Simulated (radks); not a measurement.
Species: K-. Configuration: [Ar] 4s2. All-electron calculation, non-relativistic Kohn-Sham, LDA (Slater exchange, Perdew-Wang correlation), spin-polarised, spherical densities, point nucleus; Watson sphere of charge +1 and radius 3.68 bohr. Program: a radial shooting solver on a logarithmic mesh with Libxc functionals.

X-ray form factor f0, the Fourier transform of the density (f0(0) = 20):

sin(theta)/lambda (1/angstrom)  f0 (electrons)
0.05                                    18.934
0.1                                     16.929
0.15                                    15.163
0.2                                     13.638
0.25                                    12.233
0.3                                     10.977
0.4                                      9.074
0.5                                      7.885
0.6                                      7.103
0.8                                      5.921
1                                        4.819
1.25                                     3.602
1.5                                      2.703
2                                        1.740
